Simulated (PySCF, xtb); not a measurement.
(1R)-1-chloro-1-fluoro-2-methylpropane (C₄H₈ClF), SMILES F[C@@H](C(C)C)Cl.

GFN2-xTB (xtb) at its own geometry gives an orbital gap of 6.88 eV and a dipole moment of 2.54 D.

The structure is a stationary point at PBE0-D3(BJ)/def2-SVP. The values are those of a single conformer.

Q: What does PBE0/def2-TZVP run with PySCF give? (Estimate from the structure and the level; the computed values follow.)

A: gap 9.44 eV (levels -8.58 and 0.86 eV), dipole 2.20 D.
